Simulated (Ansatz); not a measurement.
Cd12H32Se12. Charge 0, multiplicity 3. Geometry PBE-D4/def2-SVP, that of the neutral singlet; atoms count from 1.

```xyz
56

Cd    3.1477   -1.1628    2.6509
Cd    1.9648   -5.5479    0.1623
Cd   -3.1488   -4.4158   -0.2067
Cd    2.3768    3.1963    3.9369
Cd   -3.5842    1.5385    3.4074
Cd   -1.5409   -2.1436    1.8995
Cd    1.0881    0.1699   -0.1077
Cd   -1.6637   -2.0223   -2.4590
Cd   -2.4332    1.9707   -0.8927
Cd    2.0987    3.6699   -0.6435
Cd   -4.1963    0.3554   -3.4406
Cd    0.2351    2.5089   -5.3224
Se    1.1251   -2.8537    1.7671
Se    1.5165    0.6388    3.9493
Se    3.3764    1.0615    0.4821
Se   -2.2087   -0.7609    4.0308
Se   -0.6332   -4.2521   -1.5237
Se   -4.2814   -2.0531   -1.6622
Se   -1.2784    3.0365    4.8705
Se    0.8368    3.7894    1.8019
Se   -3.0760    3.2465    1.3117
Se   -1.2968   -0.4352   -0.2307
Se   -1.5331   -0.1570   -4.3057
Se   -0.1121    2.8391   -2.1128
H     4.7408   -1.6391    2.9952
H     4.9189   -2.2580   -0.1823
H     3.1811   -4.8012   -0.7544
H     0.8848   -6.4740    1.0798
H    -4.1727   -5.7561   -0.4371
H    -2.6346   -3.4805    1.3479
H     3.4079    4.0964    4.9305
H    -5.1002    1.7412    4.1858
H     2.4376   -2.0365   -1.1905
H     1.9339    0.2671   -2.7705
H     3.3850    4.5917   -1.2591
H     4.0081    1.9599   -3.0549
H    -5.4947    0.2856   -4.5393
H    -3.7356    1.5897   -2.0952
H    -1.2100    3.3439   -5.6057
H     1.7601    1.7719   -5.2280
H     1.1570   -3.4880    3.1102
H     4.5026   -2.8901   -0.3293
H     2.1195    0.3020    5.2645
H     4.0205    0.4026   -0.6872
H    -0.8389   -0.1547    4.0735
H    -1.0070   -5.1239   -2.6672
H     1.7416   -2.2975   -1.3985
H    -4.7916   -2.9112   -2.7619
H    -1.6546    2.5748    6.2341
H    -2.0394    4.3007    5.0626
H     1.0491    5.2571    1.8880
H    -1.6253    3.4800    1.6058
H     1.2447   -0.0365   -2.9396
H    -1.9138   -1.0144   -5.4579
H     3.4657    1.9140   -3.6010
H    -0.5197    4.2663   -2.1803
```

In the def2 sets Cd takes a core potential; there is no spin–orbit coupling. Single mean-field runs in def2-SVP are fitted with def2-universal-jkfit. In the triplet geometry the species has come apart into loosely held pieces. At PBE0-D4/def2-SVP a singlet of charge 0 lies 3.80 eV below the triplet at the same geometry.

Question: Estimate the Mulliken populations of the heavy atoms from the PBE0/def2-SVP orbitals of Ansatz.

Answer: 
| atom | charge (e) | spin (α − β) | d electrons |
| --- | --- | --- | --- |
| Cd1 | 0.46 | 0.00 | 9.98 |
| Cd2 | 0.29 | 0.02 | 9.93 |
| Cd3 | 0.46 | 0.00 | 9.98 |
| Cd4 | 0.49 | 0.00 | 9.97 |
| Cd5 | 0.40 | 0.00 | 9.99 |
| Cd6 | 0.54 | 0.02 | 10.00 |
| Cd7 | -0.07 | 0.55 | 10.02 |
| Cd8 | 0.50 | 0.00 | 10.03 |
| Cd9 | 0.54 | 0.02 | 10.00 |
| Cd10 | 0.46 | 0.01 | 9.98 |
| Cd11 | 0.46 | 0.00 | 9.98 |
| Cd12 | 0.28 | 0.01 | 9.93 |
| Se13 | -0.35 | 0.18 | – |
| Se14 | -0.46 | 0.02 | – |
| Se15 | -0.34 | 0.17 | – |
| Se16 | -0.35 | 0.09 | – |
| Se17 | -0.37 | 0.05 | – |
| Se18 | -0.40 | 0.04 | – |
| Se19 | -0.10 | 0.00 | – |
| Se20 | -0.46 | 0.01 | – |
| Se21 | -0.35 | 0.07 | – |
| Se22 | -0.53 | 0.43 | – |
| Se23 | -0.38 | 0.02 | – |
| Se24 | -0.36 | 0.14 | – |
Mulliken values depend strongly on the basis.

Question: Where does the spin sit?

Answer: Summed by element: Cd 0.62, Se 1.21, H 0.17, of 2 unpaired in all. Largest on single atoms: Cd7 0.55, Se22 0.43, Se13 0.18.

Question: And the Mayer bond orders between heavy atoms (over 0.3)?

Answer: Cd1–Se13 0.40 (2.78 Å); Cd1–Se14 0.43 (2.76 Å); Cd3–Se17 0.37 (2.84 Å); Cd4–Se14 0.47 (2.70 Å); Cd4–Se20 0.48 (2.70 Å); Cd5–Se16 0.47 (2.75 Å); Cd5–Se21 0.48 (2.75 Å); Cd6–Se13 0.45 (2.76 Å); Cd6–Se16 0.66 (2.63 Å); Cd6–Se22 0.35 (2.74 Å); Cd7–Se15 0.59 (2.53 Å); Cd7–Se22 0.46 (2.46 Å); Cd8–Se17 0.62 (2.63 Å); Cd8–Se18 0.54 (2.74 Å); Cd8–Se22 0.40 (2.76 Å); Cd8–Se23 0.63 (2.63 Å); Cd9–Se21 0.65 (2.63 Å); Cd9–Se22 0.35 (2.74 Å); Cd9–Se24 0.46 (2.76 Å); Cd10–Se20 0.43 (2.75 Å); Cd10–Se24 0.40 (2.78 Å); Cd11–Se23 0.37 (2.85 Å).
